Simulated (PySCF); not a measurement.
## Eu(NH2)2 at several levels of theory

Computed with PySCF 2.14.0 (density fitting, no spin-orbit coupling) at the geometry relaxed with r2SCAN:

```xyz
7
Eu(NH2)2 (singlet in the valence; each metal's 4f electrons, 7 of them, lie in its core potential, out of spins and levels)
Eu   -0.1428    1.1458    0.0094
N     0.1225   -0.1364    1.9116
H     0.1373    0.0969    2.9081
H     0.2676   -1.1505    1.8998
N    -0.0674   -0.1239   -1.9158
H     0.0805   -1.1383   -1.8994
H    -0.1445    0.0915   -2.9137
```

| level | basis | state | HOMO (eV) | gap (eV) | charge on Eu1 (e) | population of f-type functions on Eu1 (polarisation alone where 4f lies in the core) | dipole about the centre of mass (D) | largest force component (eV/Å) |
| --- | --- | --- | --- | --- | --- | --- | --- | --- |
| r2SCAN | Eu lcecp-0-SVP with ECP53, N def2-SVP, H def2-SVP | singlet | – | – | 0.70 | 0.02 | 5.07 | 0.02 |
| BP86 | the same | singlet | – | – | 0.58 | 0.02 | 4.72 | 0.37 |
| PBE | the same | singlet | – | – | 0.58 | 0.03 | 4.71 | 0.32 |
| CAM-B3LYP | the same | singlet | – | – | 0.72 | 0.03 | 5.27 | 0.09 |
| r2SCAN | Eu lcecp-0-TZVP with ECP53, N def2-TZVP, H def2-TZVP | singlet | – | – | 1.16 | 0.03 | 5.56 | 0.30 |
| PBE0 | Eu def2-SVP with ECP28, N def2-SVP, H def2-SVP | octet | -4.41 | 3.03 | 0.80 | 6.99 | 4.99 | 0.60 |

In the lcecp rows the 4f levels are missing from HOMO and gap, and the state counts the valence alone.

HOMO and gap are taken over both spins. Charges are Mulliken's, which hang on the basis. The relaxation used the grid (50, 194), these runs (75, 302) or, all-electron (x2c bases, spin-free X2C Hamiltonian), (99, 590).

Q: What does TPSS with Eu lcecp-0-SVP with ECP53, N def2-SVP, H def2-SVP give here?

A: state singlet, charge on Eu1 (e) 0.65, population of f-type functions on Eu1 (polarisation alone where 4f lies in the core) 0.02, dipole about the centre of mass (D) 4.94, largest force component (eV/Å) 0.27. Time: 4.8 s on 2 threads of Arm Neoverse V2, on a shared host, from an already converged density.

No frequency check is given that shows the relaxed geometry to be a minimum. An lcecp potential fixes the number of 4f electrons, so in runs with it no electron can move into or out of that shell.

Rows with open f shells in the valence may stand above their lowest state, and their gaps can end on f levels.
